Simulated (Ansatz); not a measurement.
`[CH3][AlH][N]([SiH3])[SiH3]`, charge 0, multiplicity 1.

(1) Give a relaxed structure at PBE0-D4/def2-TZVP (Ansatz 0.2.0). (Estimate.)

Answers

(1) Ansatz gave: 
```xyz
15

C    -2.530    0.391   -0.367
Al   -0.802    1.161    0.089
N     0.627    0.065    0.123
Si    0.431   -1.629   -0.198
Si    2.228    0.637    0.459
H    -2.460   -0.336   -1.182
H    -3.249    1.160   -0.663
H    -2.957   -0.139    0.491
H    -0.558    2.683    0.447
H     1.677   -2.346    0.190
H     0.170   -1.897   -1.639
H    -0.706   -2.192    0.579
H     2.760    0.064    1.726
H     3.171    0.260   -0.631
H     2.197    2.118    0.576
```
This is one stationary point; other conformers may exist.
